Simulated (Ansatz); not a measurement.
Born–Oppenheimer molecular dynamics of a periodic cell of 16 atoms, Cl (contents 8 Cl2, density as packed 1.96 g/cm³ with natural masses). It goes on from the last frame of an earlier run, with new velocities.

The calculation used DFT LDA, scalar-relativistic, plane waves, PAW in Ansatz. Settings: cutoff 420 eV, k mesh 1x1x1, fermi-dirac smearing 0.02 eV, no spin polarisation.

```
ensemble        : NVT, Langevin thermostat
time step       : 2 fs
steps asked     : 400
set temperature : 1500 K
friction        : 0.05 /fs
seed            : 78359
```

Frames 4 fs apart, positions in Å.

Velocities at 400.0 fs (Å/ps):

```
Cl -9.34 2.04 3.00
Cl -4.97 -10.47 7.99
Cl -14.45 -5.34 4.39
Cl -6.50 1.13 1.10
Cl -2.80 3.75 3.09
Cl 1.71 -3.26 12.88
Cl 7.24 -5.30 -0.29
Cl 4.98 -9.36 5.73
Cl 3.58 6.62 10.10
Cl 5.07 -7.46 5.11
Cl 6.50 -1.49 7.42
Cl -3.43 1.79 -4.06
Cl 14.09 -1.13 -8.26
Cl -6.22 -7.07 -3.01
Cl 11.62 3.77 -0.43
Cl 4.08 3.97 0.86
```

```xyz
16
Lattice="7.8297 0.0000 0.0000 0.0000 7.8297 0.0000 0.0000 0.0000 7.8297" Properties=species:S:1:pos:R:3 time_fs=400.0 energy_less_start_eV=0.353 T=1761
Cl 2.502 3.932 4.952
Cl 0.701 3.212 4.457
Cl 1.808 -0.307 5.040
Cl 2.450 -0.195 2.920
Cl 2.604 1.647 7.303
Cl 2.058 -0.166 8.332
Cl 6.123 6.334 0.273
Cl 7.718 5.493 1.141
Cl 4.574 6.106 4.482
Cl 5.776 4.409 4.850
Cl 2.347 3.658 1.572
Cl 3.878 5.035 1.739
Cl 5.389 9.037 4.842
Cl 7.242 8.276 4.883
Cl 6.285 2.591 1.173
Cl 8.177 2.428 0.200
16
Lattice="7.8297 0.0000 0.0000 0.0000 7.8297 0.0000 0.0000 0.0000 7.8297" Properties=species:S:1:pos:R:3 time_fs=404.0 energy_less_start_eV=0.474 T=1798
Cl 2.463 3.930 4.967
Cl 0.688 3.172 4.484
Cl 1.758 -0.324 5.055
Cl 2.424 -0.210 2.927
Cl 2.598 1.655 7.296
Cl 2.050 -0.164 8.384
Cl 6.143 6.301 0.269
Cl 7.738 5.465 1.169
Cl 4.594 6.118 4.521
Cl 5.803 4.397 4.856
Cl 2.381 3.664 1.594
Cl 3.857 5.051 1.713
Cl 5.439 9.025 4.814
Cl 7.217 8.244 4.877
Cl 6.338 2.610 1.171
Cl 8.191 2.435 0.210
16
Lattice="7.8297 0.0000 0.0000 0.0000 7.8297 0.0000 0.0000 0.0000 7.8297" Properties=species:S:1:pos:R:3 time_fs=408.0 energy_less_start_eV=0.567 T=1149
Cl 2.430 3.917 4.989
Cl 0.699 3.132 4.506
Cl 1.728 -0.351 5.054
Cl 2.408 -0.216 2.940
Cl 2.605 1.650 7.281
Cl 2.038 -0.161 8.405
Cl 6.157 6.282 0.257
Cl 7.776 5.454 1.192
Cl 4.623 6.120 4.556
Cl 5.825 4.388 4.853
Cl 2.409 3.669 1.619
Cl 3.822 5.067 1.691
Cl 5.470 9.020 4.795
Cl 7.212 8.236 4.879
Cl 6.392 2.629 1.144
Cl 8.206 2.433 0.220
16
Lattice="7.8297 0.0000 0.0000 0.0000 7.8297 0.0000 0.0000 0.0000 7.8297" Properties=species:S:1:pos:R:3 time_fs=412.0 energy_less_start_eV=0.856 T=1267
Cl 2.404 3.897 5.018
Cl 0.732 3.113 4.535
Cl 1.692 -0.361 5.047
Cl 2.416 -0.193 2.961
Cl 2.608 1.633 7.272
Cl 2.014 -0.166 8.423
Cl 6.161 6.265 0.235
Cl 7.813 5.429 1.204
Cl 4.636 6.115 4.588
Cl 5.835 4.356 4.858
Cl 2.428 3.682 1.644
Cl 3.803 5.087 1.676
Cl 5.493 9.027 4.781
Cl 7.205 8.263 4.896
Cl 6.445 2.647 1.118
Cl 8.199 2.433 0.240
16
Lattice="7.8297 0.0000 0.0000 0.0000 7.8297 0.0000 0.0000 0.0000 7.8297" Properties=species:S:1:pos:R:3 time_fs=416.0 energy_less_start_eV=1.011 T=996
Cl 2.403 3.890 5.028
Cl 0.764 3.109 4.556
Cl 1.665 -0.372 5.045
Cl 2.430 -0.162 2.981
Cl 2.616 1.617 7.274
Cl 1.989 -0.165 8.446
Cl 6.175 6.249 0.213
Cl 7.838 5.400 1.220
Cl 4.667 6.099 4.611
Cl 5.841 4.329 4.864
Cl 2.455 3.713 1.651
Cl 3.794 5.119 1.656
Cl 5.478 9.046 4.765
Cl 7.213 8.287 4.925
Cl 6.467 2.651 1.098
Cl 8.184 2.433 0.268
16
Lattice="7.8297 0.0000 0.0000 0.0000 7.8297 0.0000 0.0000 0.0000 7.8297" Properties=species:S:1:pos:R:3 time_fs=420.0 energy_less_start_eV=0.984 T=1344
Cl 2.409 3.900 5.053
Cl 0.785 3.104 4.562
Cl 1.632 -0.395 5.052
Cl 2.437 -0.125 3.016
Cl 2.615 1.597 7.274
Cl 1.966 -0.171 8.451
Cl 6.184 6.253 0.199
Cl 7.847 5.381 1.245
Cl 4.707 6.082 4.623
Cl 5.832 4.317 4.872
Cl 2.478 3.748 1.657
Cl 3.802 5.139 1.614
Cl 5.457 9.064 4.751
Cl 7.246 8.310 4.948
Cl 6.466 2.658 1.081
Cl 8.168 2.426 0.281
16
Lattice="7.8297 0.0000 0.0000 0.0000 7.8297 0.0000 0.0000 0.0000 7.8297" Properties=species:S:1:pos:R:3 time_fs=424.0 energy_less_start_eV=0.827 T=1343
Cl 2.426 3.911 5.088
Cl 0.809 3.087 4.565
Cl 1.588 -0.444 5.056
Cl 2.428 -0.100 3.078
Cl 2.611 1.569 7.274
Cl 1.961 -0.161 8.451
Cl 6.190 6.258 0.180
Cl 7.862 5.380 1.276
Cl 4.739 6.070 4.639
Cl 5.832 4.304 4.867
Cl 2.482 3.775 1.662
Cl 3.818 5.130 1.564
Cl 5.423 9.081 4.742
Cl 7.278 8.334 4.977
Cl 6.447 2.653 1.079
Cl 8.167 2.431 0.281
16
Lattice="7.8297 0.0000 0.0000 0.0000 7.8297 0.0000 0.0000 0.0000 7.8297" Properties=species:S:1:pos:R:3 time_fs=428.0 energy_less_start_eV=0.620 T=1546
Cl 2.435 3.914 5.121
Cl 0.821 3.068 4.574
Cl 1.554 -0.511 5.046
Cl 2.396 -0.090 3.139
Cl 2.629 1.548 7.292
Cl 1.967 -0.162 8.442
Cl 6.201 6.252 0.187
Cl 7.869 5.388 1.291
Cl 4.769 6.050 4.646
Cl 5.811 4.305 4.862
Cl 2.475 3.792 1.676
Cl 3.833 5.109 1.529
Cl 5.385 9.091 4.744
Cl 7.302 8.353 5.000
Cl 6.433 2.646 1.080
Cl 8.170 2.444 0.296
16
Lattice="7.8297 0.0000 0.0000 0.0000 7.8297 0.0000 0.0000 0.0000 7.8297" Properties=species:S:1:pos:R:3 time_fs=432.0 energy_less_start_eV=0.341 T=2010
Cl 2.435 3.923 5.145
Cl 0.817 3.038 4.585
Cl 1.538 -0.599 5.038
Cl 2.359 -0.070 3.186
Cl 2.654 1.511 7.321
Cl 1.976 -0.178 8.402
Cl 6.214 6.240 0.205
Cl 7.864 5.396 1.296
Cl 4.813 6.049 4.659
Cl 5.788 4.330 4.859
Cl 2.463 3.792 1.704
Cl 3.847 5.084 1.495
Cl 5.326 9.094 4.734
Cl 7.316 8.335 5.010
Cl 6.415 2.634 1.097
Cl 8.181 2.448 0.314
16
Lattice="7.8297 0.0000 0.0000 0.0000 7.8297 0.0000 0.0000 0.0000 7.8297" Properties=species:S:1:pos:R:3 time_fs=436.0 energy_less_start_eV=0.185 T=1873
Cl 2.434 3.954 5.181
Cl 0.800 3.001 4.598
Cl 1.519 -0.670 5.030
Cl 2.341 -0.051 3.221
Cl 2.675 1.449 7.341
Cl 1.985 -0.197 8.338
Cl 6.236 6.229 0.228
Cl 7.850 5.410 1.304
Cl 4.865 6.048 4.672
Cl 5.769 4.350 4.857
Cl 2.446 3.791 1.721
Cl 3.859 5.057 1.455
Cl 5.290 9.090 4.723
Cl 7.329 8.300 5.004
Cl 6.402 2.616 1.105
Cl 8.204 2.434 0.344
16
Lattice="7.8297 0.0000 0.0000 0.0000 7.8297 0.0000 0.0000 0.0000 7.8297" Properties=species:S:1:pos:R:3 time_fs=440.0 energy_less_start_eV=0.172 T=1541
Cl 2.431 3.990 5.217
Cl 0.803 2.969 4.622
Cl 1.480 -0.722 5.021
Cl 2.327 -0.040 3.255
Cl 2.686 1.407 7.355
Cl 1.988 -0.216 8.287
Cl 6.262 6.219 0.245
Cl 7.842 5.431 1.312
Cl 4.912 6.038 4.681
Cl 5.751 4.358 4.881
Cl 2.428 3.796 1.738
Cl 3.881 5.029 1.410
Cl 5.267 9.083 4.721
Cl 7.304 8.277 5.009
Cl 6.399 2.594 1.101
Cl 8.250 2.405 0.364
16
Lattice="7.8297 0.0000 0.0000 0.0000 7.8297 0.0000 0.0000 0.0000 7.8297" Properties=species:S:1:pos:R:3 time_fs=444.0 energy_less_start_eV=0.138 T=1439
Cl 2.422 4.023 5.246
Cl 0.815 2.918 4.635
Cl 1.431 -0.752 5.006
Cl 2.323 -0.060 3.278
Cl 2.687 1.404 7.347
Cl 1.977 -0.248 8.264
Cl 6.273 6.197 0.257
Cl 7.848 5.463 1.303
Cl 4.935 6.030 4.684
Cl 5.738 4.350 4.909
Cl 2.403 3.809 1.766
Cl 3.895 5.011 1.375
Cl 5.252 9.078 4.734
Cl 7.262 8.265 5.017
Cl 6.407 2.574 1.102
Cl 8.287 2.374 0.384
```

Of the whole run (800 fs, mean temperature of the second half 1371 K): A run of 0.8 ps of so small a system gives no equilibrium averages. Limits of this set-up: coarse k mesh.

Run time: 12 min on 1 thread of Arm Neoverse V1, with other jobs on the host, peak memory 0.42 GiB.
